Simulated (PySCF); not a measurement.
**Excitation energy of Mg by level of theory**

Mg [Ne] 3s2 (1S) → Mg [Ne] 3p2 (3P), as a difference of total energies. All numbers are calculated (PySCF 2.14, scalar relativity by spin-free X2C-1e, in ANO-RCC-VTZP). Correlated levels: valence: [Ne] frozen; valence and next inner shell: 1s2 frozen. The calculations carry no spin-orbit coupling.

**Question.** Order these methods by the excitation energy they give, lowest first.
A. MP2 (valence)
B. SCS-MP2 (valence)
C. M06
D. MP2 (valence and next inner shell)

**Answer.** C (51769 cm⁻¹), A (54633 cm⁻¹), D (55834 cm⁻¹), B (56058 cm⁻¹).

Errors of the correlated levels include the incompleteness of this basis and the frozen core.

The basis was made for the ground configuration and has no added diffuse functions, so the excitation energy can come out too high.

For comparison: 57854 cm⁻¹ (measured; NIST levels, between the centres of gravity of the two terms).
